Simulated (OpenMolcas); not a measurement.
OpenMolcas run: Tc2+

Tc2+ among 4 point charges of -2 e arranged as a tetrahedron (Td), 2.21 Å from the ion.

Input:

```
&GATEWAY
Coord
1

Tc 0.0 0.0 0.0
Basis=ANO-RCC-VDZP
Group=NoSym
NoMove
AngMom=0.0 0.0 0.0
AMFI
XField
4 Angstrom 0
1.275944 1.275944 1.275944 -2.000000
1.275944 -1.275944 -1.275944 -2.000000
-1.275944 1.275944 -1.275944 -2.000000
-1.275944 -1.275944 1.275944 -2.000000
&SEWARD
* reference wave functions (RASSCF and RASSI steps not shown): 5 electrons in 5 orbitals (4d)
>>> COPY JOB001 $Project.JobIph
&CASPT2
Multistate=1 1
Frozen=14
IPEA=0.25
Imaginary=0.1
MaxIter=60
WThr=0.0 0.3 0.05
PrWF=0.5
NoMix
>>> COPY JOB002 $Project.JobIph
&CASPT2
Multistate=24 1 2 3 4 5 6 7 8 9 10 11 12 13 14 15 16 17 18 19 20 21 22
23 24
NoMult
Frozen=14
IPEA=0.25
Imaginary=0.1
MaxIter=60
WThr=0.0 0.3 0.05
PrWF=0.5
NoMix
>>> COPY JOB003 $Project.JobIph
&CASPT2
Multistate=75 1 2 3 4 5 6 7 8 9 10 11 12 13 14 15 16 17 18 19 20 21 22
23 24 25 26 27 28 29 30 31 32 33 34 35 36 37 38 39 40 41 42 43 44 45 46
47 48 49 50 51 52 53 54 55 56 57 58 59 60 61 62 63 64 65 66 67 68 69 70
71 72 73 74 75
NoMult
Frozen=14
IPEA=0.25
Imaginary=0.1
MaxIter=60
WThr=0.0 0.3 0.05
PrWF=0.5
NoMix
```

Launched by
```bash
OMP_NUM_THREADS=1 MOLCAS_MEM=1689 MOLCAS_PROJECT=a pymolcas a.inp > a.log  # once for each step of the input, in one work folder
```

Output, cut to the results:

```
--- CASPT2 ---
Orbital specifications:
      -----------------------

      Symmetry species                           1
                                                 a
      Frozen orbitals                           14
      Inactive orbitals                          4
      Active orbitals                            5
      Secondary orbitals                        20
      Deleted orbitals                           0
      Number of basis functions                 43
Type of calculation                        SS-CASPT2
      Fock operator                              state-specific
      IPEA shift                                 0.25
      Real shift                                 0.00
      Imaginary shift                            0.10
      The input orbitals will be transformed to quasi-canonical
Reference energy:       -4285.6171732208
      E2 (Non-variational):      -0.2475967868
      Shift correction:          -0.0002117929
      E2 (Variational):          -0.2478085798
      Total energy:           -4285.8649818006
      Residual norm:              0.0000007223
      Reference weight:           0.93988
      Contributions to the CASPT2 correlation energy
      Active & Virtual Only:         -0.0558883665
      One Inactive Excited:          -0.1205990983
      Two Inactive Excited:          -0.0711093220
::    CASPT2 Root  1     Total energy:  -4285.86498180
--- CASPT2 ---
Orbital specifications:
      -----------------------

      Symmetry species                           1
                                                 a
      Frozen orbitals                           14
      Inactive orbitals                          4
      Active orbitals                            5
      Secondary orbitals                        20
      Deleted orbitals                           0
      Number of basis functions                 43
Type of calculation                        SS-CASPT2
      Fock operator                              state-specific
      IPEA shift                                 0.25
      Real shift                                 0.00
      Imaginary shift                            0.10
      The input orbitals will be transformed to quasi-canonical
Reference energy:       -4285.5147605754
      E2 (Non-variational):      -0.2576376841
      Shift correction:          -0.0003073862
      E2 (Variational):          -0.2579450703
      Total energy:           -4285.7727056457
      Residual norm:              0.0000002052
      Reference weight:           0.93481
      Contributions to the CASPT2 correlation energy
      Active & Virtual Only:         -0.0617329604
      One Inactive Excited:          -0.1233133928
      Two Inactive Excited:          -0.0725913310
Reference energy:       -4285.5147605754
      E2 (Non-variational):      -0.2572236958
      Shift correction:          -0.0003090388
      E2 (Variational):          -0.2575327346
      Total energy:           -4285.7722933100
      Residual norm:              0.0000001635
      Reference weight:           0.93503
      Contributions to the CASPT2 correlation energy
      Active & Virtual Only:         -0.0614886660
      One Inactive Excited:          -0.1232098817
      Two Inactive Excited:          -0.0725251481
::    CASPT2 Root  1     Total energy:  -4285.77270565
::    CASPT2 Root  2     Total energy:  -4285.77229331
::    CASPT2 Root  3     Total energy:  -4285.77303074
::    CASPT2 Root  4     Total energy:  -4285.77113618
::    CASPT2 Root  5     Total energy:  -4285.77124342
::    CASPT2 Root  6     Total energy:  -4285.77117884
::    CASPT2 Root  7     Total energy:  -4285.76849699
::    CASPT2 Root  8     Total energy:  -4285.76926439
::    CASPT2 Root  9     Total energy:  -4285.76923687
::    CASPT2 Root 10     Total energy:  -4285.75473333
::    CASPT2 Root 11     Total energy:  -4285.75475862
::    CASPT2 Root 12     Total energy:  -4285.75464117
::    CASPT2 Root 13     Total energy:  -4285.75101059
::    CASPT2 Root 14     Total energy:  -4285.75100408
::    CASPT2 Root 15     Total energy:  -4285.75068577
::    CASPT2 Root 16     Total energy:  -4285.75195623
::    CASPT2 Root 17     Total energy:  -4285.75186299
::    CASPT2 Root 18     Total energy:  -4285.71127057
::    CASPT2 Root 19     Total energy:  -4285.71184877
::    CASPT2 Root 20     Total energy:  -4285.71193320
::    CASPT2 Root 21     Total energy:  -4285.70985584
::    CASPT2 Root 22     Total energy:  -4285.70818190
::    CASPT2 Root 23     Total energy:  -4285.70790645
::    CASPT2 Root 24     Total energy:  -4285.70792602
--- CASPT2 ---
Orbital specifications:
      -----------------------

      Symmetry species                           1
                                                 a
      Frozen orbitals                           14
      Inactive orbitals                          4
      Active orbitals                            5
      Secondary orbitals                        20
      Deleted orbitals                           0
      Number of basis functions                 43
Type of calculation                        SS-CASPT2
      Fock operator                              state-specific
      IPEA shift                                 0.25
      Real shift                                 0.00
      Imaginary shift                            0.10
      The input orbitals will be transformed to quasi-canonical
Reference energy:       -4285.4709207005
      E2 (Non-variational):      -0.2575138199
      Shift correction:          -0.0002785290
      E2 (Variational):          -0.2577923490
      Total energy:           -4285.7287130495
      Residual norm:              0.0000000920
      Reference weight:           0.93626
      Contributions to the CASPT2 correlation energy
      Active & Virtual Only:         -0.0592571577
      One Inactive Excited:          -0.1284189971
      Two Inactive Excited:          -0.0698376652
Reference energy:       -4285.4709207005
...
```

Spin-orbit levels above the lowest (labels of Td), with the averaged single-state CASPT2 energies on the diagonal:

```json
{"E (cm-1)": "0", "Degeneracy": "6", "Label": "", "2S+1": "6", "g": ""}
{"E (cm-1)": "20090", "Degeneracy": "4", "Label": "Γ8", "2S+1": "4", "g": ""}
{"E (cm-1)": "20190", "Degeneracy": "2", "Label": "Γ7", "2S+1": "4", "g": "2.44 2.44 2.44"}
{"E (cm-1)": "20200", "Degeneracy": "2", "Label": "Γ6", "2S+1": "4", "g": "2.38 2.38 2.38"}
{"E (cm-1)": "20230", "Degeneracy": "4", "Label": "Γ8", "2S+1": "4", "g": ""}
{"E (cm-1)": "20510", "Degeneracy": "2", "Label": "Γ6", "2S+1": "4", "g": "2.61 2.61 2.61"}
{"E (cm-1)": "20530", "Degeneracy": "4", "Label": "Γ8", "2S+1": "4", "g": ""}
{"E (cm-1)": "20610", "Degeneracy": "2", "Label": "Γ7", "2S+1": "4", "g": "1.14 1.14 1.14"}
{"E (cm-1)": "20630", "Degeneracy": "4", "Label": "Γ8", "2S+1": "4", "g": ""}
{"E (cm-1)": "21000", "Degeneracy": "2", "Label": "Γ7", "2S+1": "4", "g": "1.39 1.39 1.39"}
{"E (cm-1)": "21020", "Degeneracy": "4", "Label": "Γ8", "2S+1": "4", "g": ""}
{"E (cm-1)": "21030", "Degeneracy": "2", "Label": "Γ6", "2S+1": "4", "g": "2.40 2.40 2.40"}
{"E (cm-1)": "21180", "Degeneracy": "4", "Label": "Γ8", "2S+1": "4", "g": ""}
{"E (cm-1)": "23480", "Degeneracy": "4", "Label": "Γ8", "2S+1": "4", "g": ""}
{"E (cm-1)": "23500", "Degeneracy": "2", "Label": "Γ7", "2S+1": "4", "g": "0.16 0.16 0.16"}
{"E (cm-1)": "23690", "Degeneracy": "4", "Label": "Γ8", "2S+1": "4", "g": ""}
{"E (cm-1)": "24070", "Degeneracy": "2", "Label": "Γ7", "2S+1": "4", "g": "2.11 2.11 2.11"}
{"E (cm-1)": "24160", "Degeneracy": "2", "Label": "Γ6", "2S+1": "4", "g": "0.43 0.43 0.43"}
{"E (cm-1)": "24520", "Degeneracy": "4", "Label": "Γ8", "2S+1": "4", "g": ""}
{"E (cm-1)": "24800", "Degeneracy": "2", "Label": "Γ6", "2S+1": "4", "g": "2.85 2.85 2.85"}
```

Roots that are degenerate in the reference are averaged as groups; the widest CASPT2 spread within a group is 160 cm-1 (the 3-fold group of multiplicity 4 near 20300 cm-1 above the lowest state of its run). Shifts and gaps below about the spread of the groups concerned are not significant. Point charges give a weaker field than real ligands, and real ions of this kind are as a rule low spin; the high spin found here belongs to the model. Free-ion shares, where given, are those of the reference states; single-state CASPT2 does not remix them. Point charges carry no covalency, so the field is a model and not that of real ligands. No measured value stands beside these numbers.
